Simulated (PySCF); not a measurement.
C4H10O2, triplet, at the geometry of the source list (a higher spin typed on purpose: for a closed-shell molecule this is an excited state) (in this run its highest filled SCF level lies above zero, so its values depend strongly on the basis, on diffuse functions most of all). Base run: DF-HF/STO-3G in PySCF.

Input for PySCF:
```python
from pyscf import gto, scf

mol = gto.M(
    atom='''
C     2.713700    0.698600   -0.028000
O     1.441200    0.345400    0.442900
C     0.729000   -0.461000   -0.462000
C    -0.674200   -0.705200    0.074400
O    -1.477000    0.418400   -0.189000
C    -2.761100    0.311400    0.363700
H     3.333600   -0.190900   -0.204800
H     3.170800    1.313100    0.744300
H     2.650500    1.270100   -0.962500
H     1.245600   -1.427100   -0.591600
H     0.655500    0.032300   -1.442000
H    -1.103600   -1.596600   -0.413400
H    -0.615200   -0.891100    1.156600
H    -3.298600   -0.555900   -0.043400
H    -2.720200    0.214200    1.455800
H    -3.289900    1.224200    0.099100
''',
    basis='sto-3g',
    charge=0,
    spin=2,
    verbose=4,
)

mf = scf.UHF(mol)
mf = mf.density_fit(auxbasis='def2-universal-jkfit')
mf.kernel()
```

Each row names what was changed in the base input (with any setting that the change needs).

```
change               basis functions      E (Eh)  HOMO (eV)  dipole (D)  core-seconds (rough)
-------------------  ---------------  ----------  ---------  ----------  --------------------
base                              40  -302.60055       5.59        0.04                     1
basis = 6-31G                     74  -306.44201       0.54        1.70                     2
basis = LANL2DZ                   74  -306.49510       0.74        2.00                     2
basis = def2-SV(P)               104  -306.35603      -0.27        4.01                     3
basis = pcseg-1                  134  -306.54717      -0.67        4.10                     5
basis = 6-31G**                  134  -306.59342       0.65        2.12                     7
basis = cc-pVDZ                  134  -306.63738      -0.22        3.76                     7
basis = pc-1                     134  -306.54764      -0.61        4.08                     5
basis = def2-SVP                 134  -306.38632      -0.27        4.00                     6
basis = 6-311G**                 168  -306.71712      -0.72        4.60                    10
basis = 6-311++G**               202  -306.78926      -2.28        7.68                    20
basis = def2-SVPD                206  -306.45749      -1.48        4.58                    10
basis = aug-pcseg-1              228  -306.64586      -2.34        8.50                    10
```

Totals compare only among sets that treat the same electrons; sets with core potentials leave the core out.

Open shells are given as the SCF converged; they aren't shown to be the lowest states, and a large step between rows can be another state.
